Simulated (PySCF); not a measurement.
A structure optimised at B3LYP-D3(BJ)/def2-SVP, used in a PySCF frequency run:

```xyz
11

N      1.9347     0.5590     0.4538
B      0.5692     0.5525     0.1985
C     -0.7255     1.1186     0.8539
C     -1.4514     0.2056     0.1585
C     -0.3788    -0.3289    -0.7697
F     -0.2125    -1.7150    -0.7526
H      2.3590     1.0819     1.2106
H      2.5868    -0.0183    -0.0641
H     -1.0716     1.8394     1.5989
H     -2.5074    -0.0912     0.2261
H     -0.5093    -0.0233    -1.8231
```
Charge 0, spin multiplicity 1.

Write its SMILES and formula.

NB1C=C[C@@H]1F, C₃H₅BFN

What are its rotational constants (standard atomic weights)?

4.9663, 3.6532, 2.2427 GHz
